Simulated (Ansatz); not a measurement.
Steps of a relaxation of C2H4ClNOSi, SMILES `N[Si]1(Cl)C=C1O` with RKS PBE0-D4/def2-TZVP.

```sh
$ ansatz run in.yaml --threads 4 --pin off --events-out ev --progress --plain --max-ram 10444MiB
```

```yaml
crystal:
  periodic: [false, false, false]
  atoms:
    - {symbol: N, position_ang: [-0.529179, -1.999780, -0.008677]}
    - {symbol: Si, position_ang: [-0.013075, -0.471829, 0.584904]}
    - {symbol: Cl, position_ang: [-0.164318, -0.662408, 2.656434]}
    - {symbol: C, position_ang: [1.166309, 0.619615, -0.234377]}
    - {symbol: C, position_ang: [-0.100744, 1.158772, -0.214817]}
    - {symbol: O, position_ang: [-0.683683, 2.283687, -0.647399]}
    - {symbol: H, position_ang: [-0.625648, -2.165916, -1.010926]}
    - {symbol: H, position_ang: [-1.119612, -2.608761, 0.559104]}
    - {symbol: H, position_ang: [2.150670, 0.948482, -0.612021]}
    - {symbol: H, position_ang: [0.002380, 2.846838, -1.069325]}
basis:
  gaussian: {orbitals: def2-TZVP}
hamiltonian: {xc: pbe0, dispersion: d4}
relax: {f_tol: 0.005, max_steps: 150}
```

Positions (Å) and forces (eV/Å) along the path, 9 of 9 steps:

```xyz
10
step=1 energy=-26066.4424 eV
N    -0.529   -2.000   -0.009   -0.202    0.222    0.049
Si   -0.013   -0.472    0.585    0.058    0.156   -0.251
Cl   -0.164   -0.662    2.656    0.038    0.049   -0.621
C     1.166    0.620   -0.234   -0.627    0.197    0.074
C    -0.101    1.159   -0.215    0.608   -0.626    0.170
O    -0.684    2.284   -0.647    0.788    0.034   -0.187
H    -0.626   -2.166   -1.011    0.054    0.123    0.619
H    -1.120   -2.609    0.559    0.387    0.393   -0.358
H     2.151    0.948   -0.612   -0.563   -0.167    0.203
H     0.002    2.847   -1.069   -0.541   -0.383    0.302
10
step=2 energy=-26066.5063 eV
N    -0.526   -1.985   -0.007   -0.027    0.247    0.037
Si   -0.010   -0.470    0.581    0.042    0.129   -0.305
Cl   -0.164   -0.660    2.620    0.013    0.018   -0.071
C     1.161    0.616   -0.228   -0.286   -0.004    0.077
C    -0.096    1.145   -0.213    0.187   -0.366    0.129
O    -0.676    2.265   -0.647    0.283    0.009   -0.064
H    -0.635   -2.143   -0.998    0.023    0.016    0.150
H    -1.102   -2.590    0.559    0.109    0.086   -0.088
H     2.132    0.946   -0.600   -0.160   -0.040    0.053
H     0.000    2.826   -1.062   -0.184   -0.094    0.081
10
step=3 energy=-26066.5172 eV
N    -0.530   -1.966   -0.012   -0.031    0.081    0.037
Si   -0.011   -0.467    0.579    0.012   -0.008   -0.048
Cl   -0.158   -0.651    2.615   -0.006   -0.012    0.021
C     1.155    0.609   -0.222    0.033   -0.035    0.014
C    -0.096    1.133   -0.209   -0.047   -0.017    0.020
O    -0.672    2.250   -0.646    0.008   -0.009   -0.004
H    -0.634   -2.125   -1.000    0.007   -0.018   -0.006
H    -1.088   -2.582    0.553    0.013   -0.029   -0.008
H     2.121    0.937   -0.593    0.011    0.018   -0.011
H    -0.004    2.810   -1.063    0.000    0.029   -0.015
10
step=4 energy=-26066.5180 eV
N    -0.536   -1.961   -0.013   -0.038    0.040    0.015
Si   -0.012   -0.466    0.579    0.003   -0.021   -0.004
Cl   -0.160   -0.654    2.615    0.000   -0.003    0.009
C     1.156    0.608   -0.221    0.029   -0.017    0.008
C    -0.095    1.133   -0.209   -0.027    0.016    0.002
O    -0.671    2.251   -0.647    0.004   -0.008   -0.002
H    -0.637   -2.125   -1.000    0.006   -0.017    0.000
H    -1.081   -2.587    0.556    0.017   -0.017   -0.012
H     2.121    0.938   -0.593    0.005    0.013   -0.008
H    -0.003    2.812   -1.064    0.001    0.013   -0.008
10
step=5 energy=-26066.5194 eV
N    -0.562   -1.946   -0.015   -0.076   -0.089    0.030
Si   -0.017   -0.462    0.578   -0.004   -0.026    0.041
Cl   -0.163   -0.658    2.615    0.003    0.003   -0.013
C     1.157    0.608   -0.218   -0.004    0.018   -0.004
C    -0.094    1.136   -0.209    0.024    0.042   -0.023
O    -0.666    2.254   -0.651   -0.023   -0.002    0.005
H    -0.643   -2.130   -1.001    0.007    0.001    0.017
H    -1.051   -2.609    0.563    0.058    0.070   -0.058
H     2.121    0.939   -0.591    0.002   -0.002    0.001
H     0.001    2.817   -1.068    0.013   -0.014    0.003
10
step=6 energy=-26066.5194 eV rejected
N    -0.587   -1.936   -0.018    0.046    0.059    0.029
Si   -0.021   -0.460    0.578   -0.034   -0.014   -0.001
Cl   -0.160   -0.658    2.615   -0.003    0.001   -0.001
C     1.155    0.607   -0.219    0.020    0.014   -0.023
C    -0.093    1.141   -0.206   -0.034   -0.022    0.031
O    -0.666    2.260   -0.644    0.027   -0.002   -0.013
H    -0.619   -2.140   -1.001   -0.025   -0.024   -0.010
H    -1.048   -2.613    0.563   -0.002   -0.018   -0.014
H     2.120    0.932   -0.595    0.006    0.003   -0.003
H     0.000    2.816   -1.071   -0.001    0.004    0.005
10
step=7 energy=-26066.5198 eV
N    -0.574   -1.941   -0.016   -0.011   -0.011   -0.008
Si   -0.021   -0.461    0.578    0.001   -0.007    0.007
Cl   -0.164   -0.658    2.615    0.001    0.001   -0.003
C     1.156    0.608   -0.219    0.000    0.005    0.001
C    -0.094    1.139   -0.208    0.003    0.001   -0.005
O    -0.665    2.258   -0.650   -0.003    0.006   -0.001
H    -0.637   -2.135   -1.001    0.000    0.000    0.015
H    -1.042   -2.615    0.564    0.010    0.010   -0.009
H     2.120    0.936   -0.593   -0.002   -0.001    0.001
H     0.004    2.817   -1.068    0.002   -0.006    0.002
10
step=8 energy=-26066.5198 eV
N    -0.579   -1.939   -0.017   -0.004   -0.008    0.005
Si   -0.022   -0.460    0.578   -0.001    0.001    0.003
Cl   -0.164   -0.658    2.615    0.001    0.000   -0.001
C     1.155    0.608   -0.218   -0.001    0.002   -0.002
C    -0.094    1.140   -0.208    0.002   -0.002    0.003
O    -0.664    2.259   -0.649   -0.002    0.003   -0.004
H    -0.639   -2.136   -1.001   -0.001   -0.001   -0.003
H    -1.035   -2.619    0.565    0.005    0.007   -0.004
H     2.120    0.936   -0.592    0.000    0.000    0.001
H     0.005    2.817   -1.069    0.001   -0.002    0.002
10
step=9 energy=-26066.5198 eV
N    -0.580   -1.939   -0.017    0.002    0.003    0.000
Si   -0.022   -0.460    0.577    0.001    0.000   -0.002
Cl   -0.163   -0.658    2.614   -0.001    0.000    0.001
C     1.155    0.609   -0.218    0.000    0.000    0.001
C    -0.094    1.140   -0.209   -0.001   -0.004    0.000
O    -0.664    2.259   -0.651    0.000    0.002    0.001
H    -0.641   -2.136   -1.001    0.000    0.000   -0.001
H    -1.034   -2.619    0.566   -0.001   -0.001    0.002
H     2.120    0.937   -0.591    0.000    0.000    0.000
H     0.006    2.817   -1.068    0.000    0.000   -0.001
```

Hardware: 4 threads of an Arm Neoverse V2 on a shared host. Wall time 39 s, peak host memory 0.64 GiB.
